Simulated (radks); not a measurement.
Values are calculated unless marked as measured or tabulated.
Task: All-electron atom: the xenon ion Xe+ in [Kr] 4d10 5s2 5p5. Level of theory: non-relativistic Kohn-Sham, LDA (Slater exchange, Perdew-Wang correlation), spin-polarised, spherical densities, point nucleus; open shells are filled with parallel spins first (spin-orbit coupling, left out, can overturn this in heavy ions); relativity is left out, which matters for an element this heavy (a radial shooting solver on a logarithmic mesh with Libxc functionals). Some entries of the table are withheld. Estimate them.

orbital,occ.,eigenvalue (hartree),<r> (bohr)
1s up,1,-1209.062,0.02817
1s down,1,-1209.060,0.02817
2s up,1,-183.6981,0.1211
2s down,1,-183.6972,0.1211
2p up,3,-172.9707,0.1031
2p down,3,-172.9694,0.1031
3s up,1,-37.78525,0.3209
3s down,1,-37.78379,0.3209
3p up,3,-33.23697,0.3110
3p down,3,-33.23539,0.3110
3d up,5,-24.74817,0.2814
3d down,5,-24.74670,0.2814
4s up,1,-7.04667,0.7471
4s down,1,-7.04350,0.7470
4p up,3,-5.43207,0.7780
4p down,3,-5.42859,0.7778
4d up,5,-2.65466,0.8715
4d down,5,-2.64977,0.8704
5s up,1,-1.02049,1.893
5s down,1,-0.99839,1.894
5p up,3,-0.64070,2.198
5p down,2,-0.61921,2.209
6s up,0,(1),4.925
6s down,0,(2),4.993
5d up,0,(3),3.661
5d down,0,(4),3.794
6p up,0,-0.12063,(5)
6p down,0,-0.11819,(6)
4f up,0,-0.03331,15.45
4f down,0,-0.03314,15.69

Result: 
(1) 6s up eigenvalue (hartree): -0.19311
(2) 6s down eigenvalue (hartree): -0.18866
(3) 5d up eigenvalue (hartree): -0.17220
(4) 5d down eigenvalue (hartree): -0.16047
(5) 6p up <r> (bohr): 6.252
(6) 6p down <r> (bohr): 6.349
